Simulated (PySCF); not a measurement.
Method: B3LYP-D3(BJ)/def2-TZVP // r2SCAN-D4/def2-SVP (PySCF). Gas-phase values, no solvent. One relaxed conformer stands for a flexible species; it need not be the lowest. B3LYP has the VWN-RPA correlation part, as in Gaussian. 

Reference species: [Cd(Cl)(OH)] (neutral, multiplicity 1).

The charge on the central atom (Mulliken) is 0.84 e. The coordination number is 2 and the mean distance from the central atom to its bonded neighbours is 2.120 Å.

Changed species: [Cd(Cl)2] (Y = Cl; the reference has Y = OH).

Task: What does the change do to the charge on the central atom (Mulliken), coordination number and mean distance from the central atom to its bonded neighbours?

Result: the charge on the central atom (Mulliken) falls by 0.04 e, to 0.80 e; the coordination number stays essentially unchanged; the mean distance from the central atom to its bonded neighbours increases by 0.156 Å, to 2.276 Å.
